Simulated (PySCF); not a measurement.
CH6OSiTe, SMILES CO[Te][SiH3]. Atoms are numbered in the order given.

```xyz
10

Te     0.1372     0.0229     0.6851
O      1.2693     0.5524    -0.9002
C      1.8228    -0.4987    -1.6446
H      1.0581    -1.1551    -2.1022
H      2.4047    -0.0347    -2.4587
H      2.5077    -1.1356    -1.0542
Si    -1.9383    -0.0138    -0.7155
H     -1.7595    -0.9495    -1.8646
H     -2.2602     1.3476    -1.2314
H     -3.0382    -0.4996     0.1719
```

Coordinates come from a PBE0-D3(BJ)/def2-SVP optimisation. This is a generated structure with no PubChem entry under its InChIKey; it may be hypothetical. The def2 effective core potentials stand for the cores of Te; spin–orbit coupling is left out. One conformer was computed; it need not be the lowest.

All values below come from PySCF 2.14.0 with TDDFT-PBE/def2-SVPD.

Vertical excitations. The molecule is in vacuum.

Question: List the lowest excited states. (An estimate is asked for; the answer gives what the named calculation found.)

Answer: 
```json
[
 {"state": "S1", "energy (eV)": "2.73", "λ (nm)": "454", "f": "0.001", "main pairs": "HOMO→LUMO 100 %"},
 {"state": "S2", "energy (eV)": "3.45", "λ (nm)": "359", "f": "0.001", "main pairs": "HOMO−1→LUMO 100 %"},
 {"state": "S3", "energy (eV)": "4.28", "λ (nm)": "290", "f": "0.011", "main pairs": "HOMO→LUMO+1 99 %"},
 {"state": "S4", "energy (eV)": "5.03", "λ (nm)": "247", "f": "0.033", "main pairs": "HOMO−1→LUMO+1 68 %, HOMO−2→LUMO 24 %"},
 {"state": "S5", "energy (eV)": "5.08", "λ (nm)": "244", "f": "0.020", "main pairs": "HOMO→LUMO+2 95 %"},
 {"state": "S6", "energy (eV)": "5.18", "λ (nm)": "239", "f": "0.078", "main pairs": "HOMO−2→LUMO 54 %, HOMO−1→LUMO+1 23 %, HOMO→LUMO+3 11 %"},
 {"state": "S7", "energy (eV)": "5.32", "λ (nm)": "233", "f": "0.021", "main pairs": "HOMO−3→LUMO 83 %"},
 {"state": "S8", "energy (eV)": "5.61", "λ (nm)": "221", "f": "0.037", "main pairs": "HOMO→LUMO+4 61 %, HOMO→LUMO+3 29 %"},
 {"state": "S9", "energy (eV)": "5.67", "λ (nm)": "218", "f": "0.053", "main pairs": "HOMO→LUMO+3 42 %, HOMO→LUMO+4 35 %, HOMO→LUMO+5 11 %"},
 {"state": "S10", "energy (eV)": "5.85", "λ (nm)": "212", "f": "0.004", "main pairs": "HOMO→LUMO+5 64 %, HOMO−1→LUMO+2 20 %"},
 {"state": "T1", "energy (eV)": "2.10", "λ (nm)": "592", "f": "0", "main pairs": "HOMO→LUMO 100 %"},
 {"state": "T2", "energy (eV)": "2.98", "λ (nm)": "416", "f": "0", "main pairs": "HOMO−1→LUMO 100 %"},
 {"state": "T3", "energy (eV)": "3.86", "λ (nm)": "321", "f": "0", "main pairs": "HOMO→LUMO+1 99 %"},
 {"state": "T4", "energy (eV)": "4.19", "λ (nm)": "296", "f": "0", "main pairs": "HOMO−2→LUMO 98 %"}
]
```
Triplets are in the Tamm–Dancoff approximation, which puts them higher than full response would, so one can lie above its singlet here.
